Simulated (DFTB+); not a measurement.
DFTB+ input (SCC-DFTB): The folder sk holds the Slater-Koster set scc that CP2K ships.

```
Geometry = xyzFormat {
12

C     -1.35905626     0.01835902     0.03901895
C     -0.71624194    -1.31982445    -0.17718476
C      0.60377648    -1.38249636    -0.10242708
C      1.34163003    -0.10986432     0.19196913
S      0.05325124     1.20711868     0.07169583
H     -2.04284101     0.33802487    -0.74704930
H     -1.86833395     0.10910994     1.00046800
H     -1.35345050    -2.17845589    -0.34269438
H      1.17161817    -2.29834124    -0.19969010
H      1.74563607    -0.06247434     1.20514092
H      2.13672810     0.13958705    -0.51034435
H      0.13797339     1.40160746    -1.26122153
}
Hamiltonian = DFTB {
  SCC = Yes
  SCCTolerance = 1e-8
  MaxSCCIterations = 300
  Charge = 1
  SlaterKosterFiles = Type2FileNames {
    Prefix = "sk/"
    Separator = ""
    Suffix = ".spl"
    LowerCaseTypeName = Yes
  }
  MaxAngularMomentum {
    C = "p"
    H = "s"
    S = "d"
  }
  Filling = Fermi { Temperature [K] = 0 }
}
ParserOptions { ParserVersion = 14 }
```

Output:

```
|===============================================================================
|
|
|  Copyright (C) 2006 - 2025  DFTB+ developers group
|
|===============================================================================
|
|  When publishing results obtained with DFTB+, please cite the following
|  reference:
|
|    Recent Developments in DFTB+, a Software Package for Efficient Atomistic
|    Quantum Mechanical Simulations, J. Phys. Chem. A 129, 5373−5390 (2025).
|    [https://doi.org/10.1021/acs.jpca.5c01146]
|
|  You should also cite additional publications crediting the parametrization
|  data you use. Please consult the documentation of the SK-files for the
|  references.
|
|===============================================================================

Reading input file 'dftb_in.hsd'
Parser version: 14

--------------------------------------------------------------------------------
Reading SK-files:
./sk/cc.spl
./sk/cs.spl
./sk/ch.spl
./sk/ss.spl
./sk/sh.spl
./sk/hh.spl
Done.

Processed input in HSD format written to 'dftb_pin.hsd'

Starting initialization...
--------------------------------------------------------------------------------
WARNING!
-> Dipole printed for a charged system : origin dependent quantity
Mode:                        Static calculation
Self consistent charges:     Yes
SCC-tolerance:                 0.100000E-07
Max. scc iterations:                    300
Shell resolved Hubbard:      No
Spin polarisation:           No
Nr. of up electrons:            14.000000
Nr. of down electrons:          14.000000
Periodic boundaries:         No
Electronic solver:           Relatively robust
Mixer:                       Broyden mixer
Mixing parameter:                  0.200000
Nr. of chrg. vec. in memory:            300
Max. SCC-cycles:                        300
Electronic temperature:              0.100000E-07 H      0.272114E-06 eV
Initial charges:             Set automatically (system chrg:   0.100E+01)
Included shells:             C:  s, p
                             S:  s, p, d
                             H:  s
Extra options:
                             Mulliken analysis

--------------------------------------------------------------------------------

***  Geometry step: 0

 iSCC Total electronic   Diff electronic      SCC error
    1   -0.11811145E+02    0.00000000E+00    0.37737490E+00
    2   -0.11829584E+02   -0.11811145E+02    0.24395539E+00
    3   -0.11841011E+02   -0.18439345E-01    0.82978164E-01
    4   -0.11841287E+02   -0.11426582E-01    0.93697721E-02
    5   -0.11841292E+02   -0.27685307E-03    0.16472714E-02
    6   -0.11841292E+02   -0.45472841E-05    0.16244283E-03
    7   -0.11841292E+02   -0.32100606E-06    0.10207623E-03
    8   -0.11841292E+02   -0.40472763E-08    0.26980344E-05
    9   -0.11841292E+02   -0.12234835E-08    0.85240849E-06
   10   -0.11841292E+02   -0.99831254E-12    0.11799661E-06
>> Charges saved for restart in charges.bin
   11   -0.11841292E+02   -0.78159701E-13    0.85771212E-09

Total Energy:                      -11.6160502718 H         -316.0888 eV
Extrapolated to 0K:                -11.6160502718 H         -316.0888 eV
Total Mermin free energy:          -11.6160502718 H         -316.0888 eV
Force related energy:              -11.6160502718 H         -316.0888 eV

 Fermi distribution function

Calculation with static geometry

********************************************************************************
 iSCC Total electronic   Diff electronic      SCC error
   11   -0.11841292E+02   -0.78159701E-13    0.85771212E-09
********************************************************************************

 Total charge:     1.00000000

 Atomic gross charges (e)
 Atom           Charge
    1      -0.05374715
    2      -0.07800307
    3      -0.07800308
    4      -0.05374715
    5       0.26223782
    6       0.12683260
    7       0.13347376
    8       0.14766580
    9       0.14766580
   10       0.13347376
   11       0.12683260
   12       0.18531832

Nr. of electrons (up):     28.00000000
Atom populations (up)
 Atom       Population
    1       4.05374715
    2       4.07800307
    3       4.07800308
    4       4.05374715
    5       5.73776218
    6       0.87316740
    7       0.86652624
    8       0.85233420
    9       0.85233420
   10       0.86652624
   11       0.87316740
   12       0.81468168

l-shell populations (up)
 Atom Sh.   l       Population
    1   1   0       1.27278880
    1   2   1       2.78095835
    2   1   0       1.22615337
    2   2   1       2.85184971
    3   1   0       1.22615337
    3   2   1       2.85184971
    4   1   0       1.27278880
    4   2   1       2.78095835
    5   1   0       1.75516177
    5   2   1       3.86637808
    5   3   2       0.11622233
    6   1   0       0.87316740
    7   1   0       0.86652624
    8   1   0       0.85233420
    9   1   0       0.85233420
   10   1   0       0.86652624
   11   1   0       0.87316740
   12   1   0       0.81468168

Orbital populations (up)
 Atom Sh.   l   m       Population  Label
    1   1   0   0       1.27278880  s
    1   2   1  -1       0.87096716  p_y
    1   2   1   0       1.01009300  p_z
    1   2   1   1       0.89989819  p_x
    2   1   0   0       1.22615337  s
    2   2   1  -1       0.90797886  p_y
    2   2   1   0       1.00709871  p_z
    2   2   1   1       0.93677214  p_x
    3   1   0   0       1.22615337  s
    3   2   1  -1       0.91650635  p_y
    3   2   1   0       1.00418850  p_z
    3   2   1   1       0.93115486  p_x
    4   1   0   0       1.27278880  s
    4   2   1  -1       0.85257174  p_y
    4   2   1   0       1.01113139  p_z
    4   2   1   1       0.91725521  p_x
    5   1   0   0       1.75516177  s
    5   2   1  -1       1.37764652  p_y
    5   2   1   0       1.31728455  p_z
    5   2   1   1       1.17144702  p_x
    5   3   2  -2       0.00740799  d_xy
    5   3   2  -1       0.03777329  d_yz
    5   3   2   0      -0.01600901  d_z2
    5   3   2   1       0.04026343  d_xz
    5   3   2   2       0.04678663  d_x2-y2
    6   1   0   0       0.87316740  s
    7   1   0   0       0.86652624  s
    8   1   0   0       0.85233420  s
    9   1   0   0       0.85233420  s
   10   1   0   0       0.86652624  s
   11   1   0   0       0.87316740  s
   12   1   0   0       0.81468168  s

Fermi level:                        -0.3870162711 H          -10.5312 eV
Band energy:                       -17.9882970727 H         -489.4865 eV
TS:                                  0.0000000000 H            0.0000 eV
Band free energy (E-TS):           -17.9882970727 H         -489.4865 eV
Extrapolated E(0K):                -17.9882970727 H         -489.4865 eV
Input / Output electrons (q):     28.0000000000     28.0000000000

Energy H0:                         -11.9526874287 H         -325.2492 eV
Energy SCC:                          0.1113951695 H            3.0312 eV
Total Electronic energy:           -11.8412922592 H         -322.2180 eV
Repulsive energy:                    0.2252419874 H            6.1291 eV
Total energy:                      -11.6160502718 H         -316.0888 eV
Extrapolated to 0:                 -11.6160502718 H         -316.0888 eV
Total Mermin free energy:          -11.6160502718 H         -316.0888 eV
Force related energy:              -11.6160502718 H         -316.0888 eV

Non-constrained calculation

SCC converged

Warning: dipole moment is not defined absolutely!
Dipole moment:    0.03387018    0.37366449   -0.28480000 au
Dipole moment:    0.08608941    0.94976047   -0.72388945 Debye
```

The dipole moment of an ion depends on the origin.

The geometry given is a B3LYP-D3(BJ)/def2-TZVP minimum.
